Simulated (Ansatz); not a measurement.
`c1csc(-c2ccc(-c3ccc(-c4ccc(-c5cccs5)s4)s3)s2)c1`. The state is a triplet with charge 0. Geometry PBE-D4/def2-SVP, that of the neutral singlet; atoms count from 1.

| atom | x (Å) | y (Å) | z (Å) |
| --- | --- | --- | --- |
| C1 | 6.202 | -1.100 | 5.996 |
| C2 | 6.556 | 0.195 | 6.324 |
| S3 | 5.645 | 1.356 | 5.418 |
| C4 | 4.763 | 0.099 | 4.571 |
| C5 | 3.760 | 0.440 | 3.589 |
| C6 | 3.334 | 1.698 | 3.161 |
| C7 | 2.321 | 1.647 | 2.175 |
| C8 | 1.948 | 0.348 | 1.825 |
| C9 | 0.961 | -0.091 | 0.874 |
| C10 | 0.591 | -1.389 | 0.513 |
| C11 | -0.428 | -1.436 | -0.465 |
| C12 | -0.864 | -0.175 | -0.878 |
| C13 | -1.875 | 0.172 | -1.843 |
| C14 | -2.295 | 1.435 | -2.268 |
| C15 | -3.315 | 1.394 | -3.246 |
| C16 | -3.704 | 0.099 | -3.590 |
| C17 | -4.717 | -0.310 | -4.538 |
| C18 | -5.733 | 0.462 | -5.103 |
| C19 | -6.549 | -0.267 | -6.012 |
| C20 | -6.163 | -1.589 | -6.138 |
| S21 | -4.785 | -1.948 | -5.155 |
| S22 | -2.787 | -1.076 | -2.670 |
| S23 | 0.016 | 1.080 | -0.027 |
| S24 | 2.881 | -0.819 | 2.745 |
| C25 | 5.186 | -1.159 | 5.002 |
| H26 | 6.662 | -1.985 | 6.458 |
| H27 | 7.302 | 0.537 | 7.051 |
| H28 | 3.754 | 2.631 | 3.562 |
| H29 | 1.863 | 2.537 | 1.720 |
| H30 | 1.057 | -2.280 | 0.957 |
| H31 | -0.846 | -2.368 | -0.871 |
| H32 | -1.856 | 2.364 | -1.878 |
| H33 | -3.750 | 2.287 | -3.714 |
| H34 | -5.890 | 1.517 | -4.843 |
| H35 | -7.403 | 0.165 | -6.552 |
| H36 | -6.610 | -2.376 | -6.757 |
| H37 | 4.766 | -2.093 | 4.604 |

Single mean-field runs in def2-TZVP are fitted with def2-universal-jkfit. At PBE0-D4/def2-TZVP a singlet of charge 0 lies 1.68 eV below the triplet at the same geometry.

(1) Estimate the Mulliken populations of the heavy atoms from the PBE0/def2-TZVP orbitals of Ansatz.

(2) Where does the spin sit?

(3) And the Mayer bond orders between heavy atoms (over 0.3)?

Answers

(1) 
```json
{"atom": "C1", "charge (e)": "-0.14", "spin (α − β)": "-0.06"}
{"atom": "C2", "charge (e)": "-0.18", "spin (α − β)": "0.14"}
{"atom": "S3", "charge (e)": "0.03", "spin (α − β)": "0.03"}
{"atom": "C4", "charge (e)": "-0.03", "spin (α − β)": "-0.09"}
{"atom": "C5", "charge (e)": "0.14", "spin (α − β)": "0.29"}
{"atom": "C6", "charge (e)": "-0.14", "spin (α − β)": "-0.10"}
{"atom": "C7", "charge (e)": "-0.20", "spin (α − β)": "0.24"}
{"atom": "C8", "charge (e)": "0.05", "spin (α − β)": "0.01"}
{"atom": "C9", "charge (e)": "0.10", "spin (α − β)": "0.28"}
{"atom": "C10", "charge (e)": "-0.18", "spin (α − β)": "0.11"}
{"atom": "C11", "charge (e)": "-0.17", "spin (α − β)": "0.08"}
{"atom": "C12", "charge (e)": "0.10", "spin (α − β)": "0.30"}
{"atom": "C13", "charge (e)": "0.03", "spin (α − β)": "-0.02"}
{"atom": "C14", "charge (e)": "-0.18", "spin (α − β)": "0.23"}
{"atom": "C15", "charge (e)": "-0.19", "spin (α − β)": "-0.09"}
{"atom": "C16", "charge (e)": "0.17", "spin (α − β)": "0.26"}
{"atom": "C17", "charge (e)": "0.00", "spin (α − β)": "-0.08"}
{"atom": "C18", "charge (e)": "-0.24", "spin (α − β)": "0.14"}
{"atom": "C19", "charge (e)": "-0.14", "spin (α − β)": "-0.06"}
{"atom": "C20", "charge (e)": "-0.19", "spin (α − β)": "0.13"}
{"atom": "S21", "charge (e)": "0.04", "spin (α − β)": "0.02"}
{"atom": "S22", "charge (e)": "-0.02", "spin (α − β)": "0.04"}
{"atom": "S23", "charge (e)": "-0.07", "spin (α − β)": "0.06"}
{"atom": "S24", "charge (e)": "-0.05", "spin (α − β)": "0.04"}
{"atom": "C25", "charge (e)": "-0.21", "spin (α − β)": "0.16"}
```
Mulliken values depend strongly on the basis.

(2) Summed by element: C 1.87, S 0.19, H -0.06, of 2 unpaired in all. Largest on single atoms: C12 0.30, C5 0.29, C9 0.28.

(3) C1–C2 1.63 (1.38 Å); C1–C25 1.34 (1.42 Å); C2–S3 1.24 (1.73 Å); S3–C4 1.28 (1.75 Å); C4–C5 1.04 (1.44 Å); C4–C25 1.42 (1.39 Å); C5–C6 1.31 (1.40 Å); C5–S24 1.22 (1.75 Å); C6–C7 1.43 (1.41 Å); C7–C8 1.23 (1.40 Å); C8–C9 1.21 (1.44 Å); C8–S24 1.21 (1.75 Å); C9–C10 1.16 (1.40 Å); C9–S23 1.20 (1.75 Å); C10–C11 1.54 (1.41 Å); C11–C12 1.17 (1.40 Å); C12–C13 1.19 (1.44 Å); C12–S23 1.20 (1.75 Å); C13–C14 1.26 (1.40 Å); C13–S22 1.22 (1.75 Å); C14–C15 1.42 (1.41 Å); C15–C16 1.40 (1.40 Å); C16–C17 0.96 (1.45 Å); C16–S22 1.22 (1.75 Å); C17–C18 1.48 (1.40 Å); C17–S21 1.28 (1.75 Å); C18–C19 1.34 (1.42 Å); C19–C20 1.63 (1.38 Å); C20–S21 1.25 (1.73 Å).
